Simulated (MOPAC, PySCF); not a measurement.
System: SiBr, net charge 1, singlet state. SMILES of the parent species: [Si]Br
Coordinates optimised at B3LYP-D3(BJ)/def2-TZVP (Ansatz):
```xyz
2

Si     0.0000     0.0000    -1.5160
Br     0.0000     0.0000     0.6064
```
Charge +1, spin multiplicity 1.

Unscaled harmonic wavenumbers (cm⁻¹) in rising order, each level at the stationary point that it reaches from this structure (no distance between atoms moves by over 0.3 Å); the order of modes can differ between levels, and a negative number is imaginary. B3LYP-D3(BJ)/def2-TZVP (PySCF, at the structure above): 515.

PM6 (MOPAC): 379. Zero-point energy 0.5 against 0.7 kcal/mol.

PM7 (MOPAC): 433. Zero-point energy 0.6 against 0.7 kcal/mol.
